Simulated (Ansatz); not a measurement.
`O=CBF`, relaxed with RKS PBE-D4/def2-SVP in Ansatz 0.2.0 from a rough embedded geometry. The force threshold is 0.03 eV/Å; the program also tests the step.

Total charge 0; spin multiplicity 1.

Start:

```xyz
6

O    -0.149    0.538   -1.667
C     0.139   -0.272   -0.737
B    -0.044    0.164    0.757
F    -0.597    1.458    1.010
H     0.498   -1.265   -0.981
H     0.153   -0.623    1.619
```

Problem. How much energy does the relaxation release, and in how many steps? (Estimate.)

Solution. Ansatz gave: 0.37 eV, in 9 steps.

Problem. Which bonds change most? (Best estimate.)

Solution. Computed: B3–F4 from 1.429 to 1.322 Å; C2–H5 from 1.085 to 1.138 Å; C2–B3 from 1.568 to 1.617 Å; O1–C2 from 1.267 to 1.223 Å.

Problem. Give the relaxed structure. (An estimate is asked.)

Solution. The calculation gave: 
```xyz
6

O    -0.290    0.466   -1.692
C     0.129   -0.237   -0.783
B    -0.094    0.171    0.766
F    -0.417    1.425    1.033
H     0.663   -1.213   -1.018
H     0.008   -0.613    1.694
```
